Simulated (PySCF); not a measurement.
## Core binding energy against partial charge

2-chloropyridine, C₅H₄ClN.
Structure used (PBE0-D3(BJ)/def2-SVP), in Å, numbered top down from 1:
```
atom  x, y, z in Å
Cl1    4.127   -2.382   -0.808
C2     2.604   -1.549   -0.741
C3     2.611   -0.151   -0.685
C4     1.379    0.488   -0.634
C5     0.213   -0.278   -0.639
C6     0.340   -1.663   -0.698
N7     1.516   -2.286   -0.748
H8     3.553    0.398   -0.683
H9     1.330    1.579   -0.589
H10   -0.774    0.187   -0.600
H11   -0.549   -2.304   -0.704
```

Binding energies: delta-SCF UKS SCAN, pcX-2 on the ionised atom, pcseg-1 elsewhere, spin-free X2C in PySCF. Charges: PBE0/pcSseg-1 ground-state density, for the ionised atom.

```tsv
atom	environment	C 1s (eV)	Mulliken (e)	IAO (e)	Hirshfeld (e)	ESP (e)
C5	aromatic CH carbon	290.84	-0.186	-0.183	-0.052	-0.651
C3	aromatic CH carbon	290.98	-0.057	-0.183	-0.059	-0.531
C4	aromatic CH carbon	291.29	-0.015	-0.114	-0.024	+0.312
C6	aromatic CH next to a ring nitrogen	291.67	+0.145	-0.002	+0.026	+0.556
C2	aromatic C–Cl carbon	292.89	+0.134	+0.122	+0.077	+0.568
```

How well does each charge scheme correlate with the binding energies over these sites?

IAO: r = 0.98, slope 6.1 eV per e; Hirshfeld: r = 0.97, slope 13.9 eV per e; Mulliken: r = 0.80, slope 4.7 eV per e; ESP: r = 0.77, slope 1.1 eV per e. On 5 points no scheme stands out.

The point-charge model writes a binding energy as kq + V + constant, with V the potential of the other atoms' charges at the site. What does it give with the Hirshfeld charges?

V = Σ 14.40 eV Å × q/r over all other atoms: +0.78 eV at C5, +0.80 eV at C3, +0.32 eV at C4, -0.79 eV at C6, -1.87 eV at C2. Fitting binding energy − V to q gives k = 34.0 eV per e and leaves an rms residual of 0.22 eV, against 0.18 eV for the fit on q alone. The model has no term for differences in relaxation between sites.

Geometry: PBE0-D3(BJ)/def2-SVP; no solvent, vibrations or thermal averaging.
